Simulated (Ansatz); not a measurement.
A run on `F[Si]([SiH2])(Cl)Cl` radical with other settings.

```yaml
crystal:
  periodic: [false, false, false]
  atoms:
    - {symbol: F, position_ang: [-1.686634, -0.765542, 0.706634]}
    - {symbol: Si, position_ang: [-0.774651, 0.012673, -0.281926]}
    - {symbol: Si, position_ang: [1.466575, 0.052135, 0.317976]}
    - {symbol: Cl, position_ang: [-0.998998, -0.772537, -2.131455]}
    - {symbol: Cl, position_ang: [-1.565630, 1.971013, -0.334656]}
    - {symbol: H, position_ang: [1.642348, 0.768347, 1.513956]}
    - {symbol: H, position_ang: [2.064109, -1.237541, 0.168053]}
basis:
  gaussian: {orbitals: cc-pVTZ-DK}
magnetization: {spin_polarized: false, initial_magnetization: 1}
hamiltonian: {xc: {name: revPBE0}, dispersion: d3bj}
accuracy: high
output: {forces: true}
```

```sh
$ ansatz run in.yaml --threads 4 --pin off --events-out ev --progress --plain --max-ram 10444MiB
```

It prints (some lines left out):

```
Functional definition: revPBE0
3249 factors; integrals over basis functions are off by at most 4.7e-9 eV
mean field evaluation 1: about -43658.4998 eV, gradient 3.3e1 eV
mean field evaluation 2: about -43658.6180 eV, gradient 3.3e1 eV
mean field evaluation 4: about -43660.2547 eV, gradient 4.4e0 eV
mean field evaluation 8: about -43660.2960 eV, gradient 3.6e-1 eV
mean field evaluation 16: about -43660.2964 eV, gradient 1.6e-4 eV
mean field -43660.29644073 eV, -1604.4863001850 hartree, gradient 3.7e-8 eV, S^2 0.750000; 0 other end points of the search recorded, 0 dependent functions left out
reference -43660.29644416 eV, -1604.4863003109 hartree; 37, 36 occupied and 157, 158 virtual orbitals, 3249 factors
Total energy: -43660.79040303 eV, -1604.5044529646 hartree
Relativity: scalar
Atom 0 at    -1.686634    -0.765542     0.706634 Å, force    -1.049067    -0.979807     1.090898 eV/Å
Atom 1 at    -0.774651     0.012673    -0.281926 Å, force     0.738229     1.980691    -0.710947 eV/Å
Atom 2 at     1.466575     0.052135     0.317976 Å, force    -1.010051     0.365962    -1.624379 eV/Å
Atom 3 at    -0.998998    -0.772537    -2.131455 Å, force    -0.064798    -0.290419    -0.460056 eV/Å
Atom 4 at    -1.565630     1.971013    -0.334656 Å, force     0.403997    -0.761448     0.059436 eV/Å
Atom 5 at     1.642348     0.768347     1.513956 Å, force     0.398837     0.701301     1.556648 eV/Å
Atom 6 at     2.064109    -1.237541     0.168053 Å, force     0.582853    -1.016279     0.088400 eV/Å
Dipole moment:     0.441303    -0.116786     0.117090 e Å
```

Run time 22 s (4 threads of an Arm Neoverse V1 on a shared host); peak host memory 1.2 GiB.
